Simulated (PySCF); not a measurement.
Molecule: sum formula H3SiSO3, net charge -1, singlet state. It need not be the lowest isomer of its formula. Whether it binds its extra electron was not tested at this geometry. SMILES: [O-][Si](O)(O)S
Coordinates optimised at B3LYP-D3(BJ)/def2-TZVP (Ansatz):
```xyz
8

O      0.2122    -1.0287     1.5400
Si     0.0756    -0.4401     0.1173
O      1.4633    -0.5652    -0.8505
O     -1.0701    -1.0095    -0.9765
S     -0.4339     1.7128     0.2225
H      2.2227    -0.6433    -0.2656
H     -0.6723    -1.6836    -1.5352
H     -0.5109     1.9119    -1.1051
```
Charge -1, spin multiplicity 1.

Dispersion corrections to the total energy (kcal/mol) from the dftd3 and dftd4 libraries through PySCF: D3(BJ) without and D4 with the three-body term, each with the damping fitted for the functional named.

```tsv
functional	D3(BJ)	D4
B3LYP	-7.75	-8.64
BHLYP	-6.39	…
TPSS	-5.45	-7.18
B2PLYP	-3.79	…
PBE0	-3.77	-4.48
PBE	-4.22	-5.31
HF	-33.61	…
```

Task: Complete the blanks.

Result: 
- BHLYP, D4: -6.75
- B2PLYP, D4: -3.70
- HF, D4: -18.22
